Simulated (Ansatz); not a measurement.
Program: Ansatz. Geometries: PBE0-D4/def2-TZVP. ΔE: electronic, gas phase. CCSD(T)/CBS is the MP2 limit (def2-TZVPP, def2-QZVPP) plus CCSD(T) − MP2 in def2-TZVPP, frozen cores. This one scheme is used for every species. Functionals use def2-TZVPP. B3LYP here is the variant with VWN-RPA as its local correlation; programs differ in this. For Ti outer-core shells are correlated without core-valence functions, which leaves a few kJ/mol of doubt a bond. Scalar relativity is left out up to krypton. One conformer a species, not always the lowest.

`[OH][Ti]([OH])([F])[Cl]` + CH₄ → `[CH3][Ti]([OH])([OH])[Cl]` + H–F  (formal exchange of groups at a Ti–F bond)

```tsv
level	ΔE (kJ/mol)
B3LYP	211.0
CCSD/def2-TZVPP	191.2
```

Task: What does CCSD(T)/CBS give? (An estimate is asked.)

Result: Ansatz gave: +183.2 kJ/mol. The listed levels differ from it by 27.8, 8.0 kJ/mol.

Largest T1 diagnostic among the species: 0.024, so the coupled-cluster value is less sure than usual.

Leaving LDA and LC-ωPBE aside and taking each functional with its dispersion term where it has one, the values, not all of them listed here, spread over 16.9 kJ/mol, from PBE-QIDH to B97M-V. LDA lies −5.6 kJ/mol from PBE without D4. From BLYP to BHLYP (50 % exact exchange), in def2-TZVPP and without D4, ΔE moves by −13.0 kJ/mol.
